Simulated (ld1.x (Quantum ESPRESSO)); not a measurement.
**tantalum (Ta), PAW: configuration errors across variants**

- Element: tantalum
- Generator: ld1.x (Quantum ESPRESSO) 7.5
- Type: PAW
- Functional: LDA (PZ)
- Relativity: fully relativistic
- Frozen core: [Xe] 4f14
- Valence charge: 5
- Reference configuration: 5d2 6s0 6p0 (charge +3)
- Partial waves: 6s (bound, empty): rcut 2.05, rcutus 2.60 bohr; 6s channel at -0.55 Ry: rcut 2.05, rcutus 2.60 bohr; 6p (bound, empty): rcut 2.25, rcutus 2.60 bohr; 6p channel at 2.3 Ry: rcut 2.25, rcutus 2.60 bohr; 5d (bound): rcut 2.65, rcutus 2.85 bohr; 5d channel at -1.85 Ry: rcut 2.65, rcutus 2.85 bohr
- Local potential: all-electron potential smoothed inside 2.60 bohr (lloc = -1)
- Core correction: Bessel-smoothed model core, default radius (core density twice the valence density)
- Augmentation charge: BG, radius 2.10 bohr

Open shells are filled in proportion to 2j + 1 (rel_dist='average').

All-electron excitation energies from the reference (eV): (1) 5d3 6s2 6p0 -47.930; (2) 5d3 6s1 6p0 -39.226; (3) 5d3 6s0 6p0 -23.918; (4) 5d4 6s0 6p0 -37.765; (5) 5d3 6s0 6p2 -39.224; (6) 5d2 6s2 6p0 -40.015; (7) 5d4 6s1 6p0 -45.844.

Tests that are not counted but printed errors over 1 eV. “wave 6p channel at 2.3 Ry: rcut 2.25, rcutus 2.60 bohr becomes 6p channel at -1.29 Ry: rcut 2.25, rcutus 2.60 bohr”: 5d3 6s0 6p2 (solver errors, printed error -92.4 eV).

Errors AE − PS in meV (a dash: test not solved or not reliable):

```csv
change,(1),(2),(3),(4),(5),(6),(7),bound ghosts
base,-201,-188,-138,-359,-105,-41,-332,not determined
"wave 6p channel at 2.3 Ry: rcut 2.25, rcutus 2.60 bohr becomes 6p channel at -1.37 Ry: rcut 2.25, rcutus 2.60 bohr",-201,-188,-138,-359,–,–,–,not determined
"wave 6p channel at 2.3 Ry: rcut 2.25, rcutus 2.60 bohr becomes 6p channel at -1.29 Ry: rcut 2.25, rcutus 2.60 bohr",-201,-188,-138,-359,–,-41,-332,not determined
"wave 6p channel at 2.3 Ry: rcut 2.25, rcutus 2.60 bohr becomes 6p channel at -1.09 Ry: rcut 2.25, rcutus 2.60 bohr",-201,-188,-138,-359,–,–,–,not determined
"wave 6p channel at 2.3 Ry: rcut 2.25, rcutus 2.60 bohr becomes 6p channel at -0.1 Ry: rcut 2.25, rcutus 2.60 bohr",-201,-188,-138,-359,–,–,–,not determined
"wave 6p channel at 2.3 Ry: rcut 2.25, rcutus 2.60 bohr becomes 6p channel at 0.4 Ry: rcut 2.25, rcutus 2.60 bohr",-201,-188,-138,-359,-30,-41,-332,not determined
"wave 6p channel at 2.3 Ry: rcut 2.25, rcutus 2.60 bohr becomes 6p channel at 2.26 Ry: rcut 2.25, rcutus 2.60 bohr",-201,-188,-138,-359,-105,-41,-332,not determined
"wave 6p channel at 2.3 Ry: rcut 2.25, rcutus 2.60 bohr becomes 6p channel at 4.32 Ry: rcut 2.25, rcutus 2.60 bohr",-201,-188,-138,-359,-104,-41,-332,not determined
```

(1) Give the same row for: wave 6p channel at 2.3 Ry: rcut 2.25, rcutus 2.60 bohr becomes 6p channel at -0.74 Ry: rcut 2.25, rcutus 2.60 bohr.

Results:

(1) -201, -188, -138, -359, –, –, –; bound ghosts: not determined.
